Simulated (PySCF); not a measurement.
Isomers of C3H13OPSi2. Method used: PySCF 2.14.0, PBE0-D3(BJ)/def2-SVP geometry optimisation, gas phase. Energies are electronic, without zero-point or thermal terms, for one conformer each. No frequencies were run at this level. Point groups hold within 0.08 Å.

Question: Order them by energy at this level, lowest first, and give relative energies in kJ/mol.
A. `[CH3:1][CH2:2][O:3][Si@@:4]([CH3:5])([SiH3:6])[PH2:7]` with C1–C2–O3–Si4 172°, C2–O3–Si4–C5 58°, O3–Si4–P7–H -84° and -178°
B. `[CH3:1][CH2:2][Si@@:3]([SiH3:4])([PH2:5])[O:6][CH3:7]` with C1–C2–Si3–Si4 -60°, C2–Si3–P5–H -76° and -170°, C2–Si3–O6–C7 72°

Answer: A (0.0), B (24.8).

| SMILES | E (Eh) | E rel (kJ/mol) | dipole (D) | point group | A, B, C (MHz) |
| --- | --- | --- | --- | --- | --- |
| CCO[Si@@](C)([SiH3])P | -1116.73083 | 0.0 | 1.22 | C1 | 1429, 924.7, 754.3 |
| CC[Si@@]([SiH3])(P)OC | -1116.72136 | 24.8 | 1.76 | C1 | 1223, 1049, 967.3 |

Question: How do the relative energies change in single points at HF/pcSseg-1 (no added dispersion term) on the same geometries?

Answer: 
```csv
SMILES,PBE0-D3(BJ)/def2-SVP (kJ/mol),HF/pcSseg-1 (kJ/mol),shift
CCO[Si@@](C)([SiH3])P,0.0,0.0,0.0
CC[Si@@]([SiH3])(P)OC,24.8,33.9,+9.1
```

Each column counts from its own lowest isomer. The order is unchanged; the largest shift is 9.1 kJ/mol.

Question: As an exercise, what shares would exp(−E/RT) give at 2000 K from these electronic energies alone (no entropy, no degeneracies)?

Answer: RT = 16.629 kJ/mol: CCO[Si@@](C)([SiH3])P 81.7 %, CC[Si@@]([SiH3])(P)OC 18.3 %.
